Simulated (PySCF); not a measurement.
BO (SMILES [B]=O), doublet, at a GFN2-xTB geometry. Base run: B3LYP/aug-cc-pVDZ (PySCF).

Here is a job for PySCF.
```python
from pyscf import gto, scf, dft, solvent

mol = gto.Mole()
mol.atom = '''
    B    -0.00000000   -0.00000000   -0.72915907
    O     0.00000000    0.00000000    0.45572442
'''
mol.basis = 'aug-cc-pvdz'
mol.spin = 1
mol.verbose = 4
mol.build()

mf = dft.UKS(mol)
mf.xc = 'b3lyp'
mf.kernel()
```

The base run was repeated with changes; each row names its change, and settings that it needs were set with it.

```csv
change,ΔE vs base (kJ/mol),dipole (D)
base,0.00,2.34
model = IEF-PCM; solvent = tetrahydrofuran,-11.04,2.73
model = IEF-PCM; solvent = chloroform,-9.59,2.68
model = IEF-PCM; solvent = acetonitrile,-13.27,2.80
model = C-PCM; solvent = tetrahydrofuran,-11.73,2.75
model = IEF-PCM; solvent = tetrahydrofuran; lebedev_order = 41,-11.06,2.73
model = IEF-PCM; solvent = tetrahydrofuran; vdw_scale = 1.4,-7.15,2.60
model = IEF-PCM; solvent = tetrahydrofuran; r_probe = 0.5,-5.97,2.56
model = IEF-PCM; solvent = tetrahydrofuran; vdw_scale = 1.0,-17.79,2.92
model = SS(V)PE; solvent = tetrahydrofuran,-10.99,2.73
model = IEF-PCM; solvent = tetrahydrofuran; lebedev_order = 11,-10.76,2.72
model = ddCOSMO; solvent = tetrahydrofuran,-11.71,2.74
```

The base is the gas phase, so ΔE is the electrostatic part of solvation at a fixed geometry, without cavity and dispersion terms.

Open shells are given as the SCF converged; they aren't shown to be the lowest states, and a large step between rows can be another state.
